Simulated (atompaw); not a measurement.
How hard is this Cu PAW (atompaw) potential?

atompaw 4.2.0.5 input, output lines left out:

```
Cu 29
GGA-PBE scalarrelativistic loggrid 1500 logderivrange -14 5 476
4 4 3 0 0 0
4 0 0
4 1 0
3 2 8
0 0 0
c
c
v
v
c
v
v
v
2
1.45 1.15 1.00 1.32
n
n
y
-3.15
n
bloechl besselshape
3 0.5 vpsmatchnc
```

The pseudo-atom Hamiltonian at the reference potential is diagonalised in spherical Bessel functions j_l(qr) that vanish at 20 bohr, with q² up to the cutoff. All-electron valence levels (Ry): 3s -11.8104, 4s -2.5376, 3p -8.6585, 4p -1.9152, 3d -3.5950.

Question: How do the lowest levels (Ry) of each channel move with the cutoff, and are there ghosts?

Answer:

```tsv
cutoff (Ry)	s #1	s #2	p #1	p #2	d #1	d #2	f #1	Σ f·Δε (mRy)
8	-2.5953	-1.0529	-2.6612	-1.0464	-1.5156	-0.7088	-0.6155	71048.8
18	-2.6231	-1.0616	-2.8953	-1.1349	-2.4436	-0.9298	-0.6182	62165.1
35	-3.1591	-2.0217	-3.8732	-1.4305	-3.3289	-1.0417	-0.6187	48143.1
55	-6.4122	-2.4604	-5.7669	-1.7159	-3.5549	-1.0633	-0.6189	28466.4
90	-9.7523	-2.5189	-7.7258	-1.8620	-3.5904	-1.0659	-0.6189	9749.2
140	-11.4687	-2.5345	-8.5059	-1.9068	-3.5936	-1.0660	-0.6190	1610.2
230	-11.7968	-2.5374	-8.6531	-1.9149	-3.5944	-1.0710	-0.6190	63.9
400	-11.8104	-2.5375	-8.6585	-1.9152	-3.5950	-1.0962	-0.6190	0.0
```

Result: no extra level below or beside the all-electron valence levels (s, p, d, f tested); 10 mRy is reached at 300 Ry and 1 mRy at over 300 Ry.
